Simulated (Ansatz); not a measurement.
`C[S][Ga]([F])[F]` and `[F][Ga]([F])[I]` differ in one atom or group.

Ansatz, PBE0-D4/def2-TZVP geometries, multiplicity 1. Each molecule was computed in one conformer, which needn't be the lowest.

Elements past krypton have def2 core potentials. Scalar relativity is left out up to krypton. Spin–orbit coupling is left out; it splits and shifts lone-pair levels of the heavy atoms by tenths of an eV.

```tsv
property	`C[S][Ga]([F])[F]`
HOMO–LUMO gap (PBE0/def2-TZVPP) / eV	6.43
size of the dipole moment (PBE/def2-TZVPP) / D	3.10
LUMO energy (PBE0/def2-TZVPP) / eV	-1.45
HOMO energy (PBE/def2-TZVPP) / eV	-6.64
HOMO–LUMO gap (ωB97M-V/def2-TZVPP) / eV	10.50
LUMO energy (PBE/def2-TZVPP) / eV	-2.40
```

Question: What does the change do to each property? (Estimate.)

Answer: Computed: 
| property | `[F][Ga]([F])[I]` | shift |
| --- | --- | --- |
| HOMO–LUMO gap (PBE0/def2-TZVPP) / eV | 6.31 | -0.12 |
| size of the dipole moment (PBE/def2-TZVPP) / D | 2.03 | -1.07 |
| LUMO energy (PBE0/def2-TZVPP) / eV | -2.29 | -0.84 |
| HOMO energy (PBE/def2-TZVPP) / eV | -7.40 | -0.76 |
| HOMO–LUMO gap (ωB97M-V/def2-TZVPP) / eV | 10.37 | -0.13 |
| LUMO energy (PBE/def2-TZVPP) / eV | -3.20 | -0.80 |

With PBE0 the HOMO falls by 0.72 eV and the LUMO falls by 0.84 eV, so the gap narrows by about 0.12 eV. PBE moves the HOMO by -0.76 eV and ωB97M-V by -0.68 eV. The zero-point energy changes by -100.9 kJ/mol with -12 modes. Dipoles are sizes alone; their direction can turn.
